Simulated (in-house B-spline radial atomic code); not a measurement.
A fraction x of an electron is moved 3p → 4d in neutral scandium, starting from [Ar] 3d1 4s2 and keeping the highest spin. All numbers are computed (non-relativistic LDA exchange-only, spin-polarised, spherical fractional occupations; point nucleus) with a radial B-spline atomic code at the basis-set limit, not measured.

```csv
x,E(x) - E(0) (eV),3p down level (eV),4d up level (eV)
0,0.0000,-31.770,-
0.125,4.0432,-33.035,-0.105
0.25,?,?,?
0.375,12.5614,-35.436,-0.251
0.5,17.0263,-36.564,-0.316
0.625,21.6221,-37.659,-0.379
0.75,26.3455,-38.730,-0.440
0.875,?,?,?
1,36.1643,-40.808,-0.562
```

Q: What belongs in the row x = 0.25?

A: An energy change of 8.2318 eV; 3p down at -34.263 eV, 4d up at -0.182 eV.

Q: What belongs in the row x = 0.875?

A: An energy change of 31.1937 eV; 3p down at -39.779 eV, 4d up at -0.501 eV.

Q: Check Janak's theorem between x = 0.375 and 0.5.

A: The slope of the energy is 35.72 eV; the orbital levels give 35.72 eV (ε of the receiving orbital less ε of the emptying one, averaged over the two points).
